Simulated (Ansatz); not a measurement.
Basis-set extrapolation for C₂H₁₀AlBSi, SMILES `C[BH][AlH][SiH2]C` (PBE0-D4/def2-TZVP geometry, frozen core, Ansatz 0.2.0). Multiplicity 1, RHF reference.

```csv
,def2-TZVPP,def2-QZVPP
HF,-637.115895,-637.136678
MP2 correlation,-0.657689,-0.700890
CCSD(T) correlation,-0.761589,not run
```

Energies in hartree. Use E(X) = E(∞) + A·exp(−7.88·√X) for Hartree–Fock and E(X) = E(∞) + B·X^(−2.97) for correlation, with X = 3 and 4, and add CCSD(T) minus MP2 of the smaller set to the MP2 limit.

Q: What is the CCSD(T) energy at the basis-set limit?

A: HF limit: -637.136678 + (-0.020783) × 0.13774 = -637.13954. MP2 limit: -0.700890 + (-0.043201) × 0.74074 = -0.73289. Higher-order term: -0.761589 − (-0.657689) = -0.10390. Total: -637.97633 hartree, 62.0 kcal/mol below CCSD(T)/def2-TZVPP.
